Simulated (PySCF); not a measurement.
# Multinuclear NMR of C$_{2}$H$_{7}$F$_{3}$NPSi$_{2}$

Bonds (- single, = double, # triple, : aromatic): F1-C2, C2-F3, C2-F4, C2-C5, C5=P6, P6-N7, N7-Si8, N7-Si9. C5 carries H10; Si8 carries H11, H12, H13; Si9 carries H14, H15, H16. Stereochemistry as in FC(F)(F)/C=P\N([SiH3])[SiH3].

Relativity neglected, gas phase, averaged over atoms made equivalent by symmetry, fast rotation or ring inversion, one computed conformer. NMR shieldings at PBE0/pcSseg-1/GIAO; geometry: GFN2-xTB; PySCF 2.14.0 with density-fitted response routines.

Q: Predict the ¹⁹F NMR data.

A: 
| atoms | environment | σ (ppm) | δ (ppm) |
| --- | --- | --- | --- |
| F1/F3/F4 | fluorine of a CF3 group | 234.6 | -51.0 |

Shieldings were converted by a linear fit to measured shifts: ¹⁹F: δ = 146.13 − 0.903σ +14.6 on sp3 carbon (rms 6.0 ppm, 223 shifts, 7.0 ppm with the 5 outliers that the fit left out vs CFCl3, solution or neat liquid). Occasional misses reach two or three times the rms, and more in compound classes unlike the fitted ones.

On a 600 MHz spectrometer ¹⁹F resonates near 564.6 MHz, so 1 ppm is 564.6 Hz.

Q: What are the ³¹P shifts?

A: 
```json
{"atoms": "P6", "environment": "phosphorus bonded to C, N", "σ (ppm)": "-47.7", "δ (ppm)": "309.6"}
```

Shieldings were converted by a linear fit to measured shifts: ³¹P: δ = 270.09 − 0.828σ (rms 18.1 ppm, 64 shifts vs H3PO4, solution or neat liquid). Occasional misses reach two or three times the rms, and more in compound classes unlike the fitted ones.

On a 400 MHz spectrometer ³¹P resonates near 161.9 MHz, so 1 ppm is 161.9 Hz.

Q: Predict the ²⁹Si NMR data.

A: 
```tsv
atoms	environment	σ (ppm)	δ (ppm)
Si8/Si9	silicon bonded to N, 3 H	393.4	-43.4
```

Shieldings were converted by a linear fit to measured shifts: ²⁹Si: δ = 279.94 − 0.822σ (rms 8.9 ppm, 72 shifts, 25.8 ppm with the 6 outliers that the fit left out vs TMS, solution or neat liquid). Occasional misses reach two or three times the rms, and more in compound classes unlike the fitted ones.

On a 600 MHz spectrometer ²⁹Si resonates near 119.2 MHz, so 1 ppm is 119.2 Hz.

Q: What are the ¹⁵N shifts?

A: 
```csv
atoms,environment,σ (ppm),δ (ppm)
N7,"nitrogen bonded to P, 2 Si",196.7,-329.3
```

Shieldings were converted by a linear fit to measured shifts: ¹⁵N: δ = -148.07 − 0.921σ (rms 6.3 ppm, 71 shifts vs CH3NO2, solution or neat liquid). A few per cent of atoms miss by over 2 rms, more outside the fitted compound classes.

On a 300 MHz spectrometer ¹⁵N resonates near 30.4 MHz, so 1 ppm is 30.4 Hz.
